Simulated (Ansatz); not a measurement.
**Cost against result**

Saddle point of SiNH7O2, closed shell (SiNH₅O ([NH2][SiH2][OH]) + H₂O → SiH₄O₂ ([OH][SiH2][OH]) + NH₃ (still joined by a long Si–N bond); bonds formed: Si1–O7, N2–H6; bonds broken: H6–O7; bonds weakened to dative contacts: Si1–N2), PBE0-D4/def2-TZVP structure:

Si1  (-0.597, 0.541, -0.148)
N2  (-0.292, -1.221, 0.393)
H3  (-0.658, 0.603, -1.634)
H4  (-2.049, 0.632, 0.225)
O5  (-0.056, 1.723, 0.856)
H6  (0.818, -0.959, 0.021)
O7  (1.432, 0.101, -0.413)
H8  (-0.436, -1.393, 1.381)
H9  (-0.793, -1.921, -0.140)
H10  (0.902, 1.800, 0.784)
H11  (1.730, 0.093, -1.324)
(Å)

Barriers are electronic and count from the start structure reached by relaxing down the imaginary mode.

Computed with Ansatz 0.2.0 (basis: as named in each row); correlated methods freeze the cores. B3LYP uses VWN-RPA correlation. Extrapolation: Hartree–Fock as exp(−7.88 √X), correlation as X^−2.97.

Times are rough, for one single point on 4 threads of a shared host (Arm Neoverse N1).

The estimate by CCSD(T) at an estimated basis limit (MP2 extrapolated from triple and quadruple zeta, plus CCSD(T) − MP2 in triple zeta) is 112.9 kJ/mol.

```csv
method,basis,time (s),barrier (kJ/mol),method less estimate
HF,STO-3G,under 1,160.2,47.4
PBE-D4,STO-3G,under 1,3.6,-109.2
SPW92,def2-SVP,under 1,55.1,-57.7
B3LYP-D4,6-31G,1,68.6,-44.3
PBE-D4,def2-SVP,1,78.9,-33.9
PBE0-D4,def2-SVP,1,91.6,-21.3
SPW92,def2-TZVPP,1,68.2,-44.6
PBE-D4,def2-TZVPP,2,90.7,-22.2
BLYP-D4,def2-TZVPP,2,105.6,-7.3
BHLYP-D4,def2-TZVPP,3,125.3,12.4
B3LYP-D4,def2-TZVPP,3,112.7,-0.2
PBE0-D4,def2-TZVPP,4,101.5,-11.3
CAM-B3LYP-D4,def2-TZVPP,4,112.1,-0.8
r2SCAN-D4,def2-TZVPP,5,97.3,-15.5
wB97M-V,def2-SVP,6,95.8,-17.0
CCSD(T),def2-SVP,6,111.6,-1.3
r2SCAN0-D4,def2-TZVPP,6,105.4,-7.4
B2PLYP,def2-TZVPP,6,113.4,0.5
PBE-QIDH,def2-TZVPP,6,107.2,-5.7
RPA on PBE,def2-TZVPP,6,110.4,-2.4
B97M-V,def2-TZVPP,10,111.1,-1.8
wB97X-V,def2-TZVPP,10,108.7,-4.2
wB97M-V,def2-TZVPP,11,107.1,-5.8
MP2,def2-QZVPP,28,107.6,-5.3
CCSD(T),def2-TZVPP,150,112.7,-0.2
```

All methods are single points on the PBE0-D4 structures.

T1 diagnostic: at most 0.012.

The step is the kind of ligand exchange by which a precursor binds to a hydroxyl group, or is hydrolysed, in atomic layer deposition of oxides.

Labels in which every atom is bracketed show which atoms are joined, not bond orders.
